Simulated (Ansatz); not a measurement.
Molecule: CsAu, net charge 0, singlet state. SMILES: [Cs][Au]
Geometry: optimised at B3LYP-D3(BJ)/def2-TZVP (Ansatz, an electronic-structure program).

Property: atomisation energy, in kcal/mol. Terms: atomisation electronic, to ground-state atoms; frozen cores in correlated levels (noble-gas shells and the d and f shells of earlier blocks; the outer core of K, Ca and congeners matters and is frozen too); UHF or UKS for open shells; LANL2DZ with its own core potentials from Na on; no spin-orbit coupling; def2 sets with scalar-relativistic core potentials past Kr. First-principles rows: single points at B3LYP-D3(BJ) geometries (Ansatz). The spin state of an ion or metal species was assumed, not searched.

```csv
level,program,atomisation energy (kcal/mol)
HF/LANL2DZ,Ansatz,17.5
PBE/def2-SVP,Ansatz,60.8
BLYP/LANL2DZ,Ansatz,54.4
B3LYP/LANL2DZ,Ansatz,51.7
PBE0/LANL2DZ,Ansatz,50.9
MP2/LANL2DZ,Ansatz,36.5
PBE/def2-TZVPD,Ansatz,63.6
wB97X-V/def2-TZVPD,Ansatz,55.8
```

No value to compare with is used here. The 6 habitual levels span 17.5 (HF/LANL2DZ) to 60.8 kcal/mol (PBE/def2-SVP); PBE/def2-TZVPD gives 63.6.

The levels are drawn from those run, B3LYP/6-31G* more often than the rest, none by its result; left out are runs that failed, that the program found above a lower state of the same kind, or whose <S^2> lies over 0.5 above the pure value.
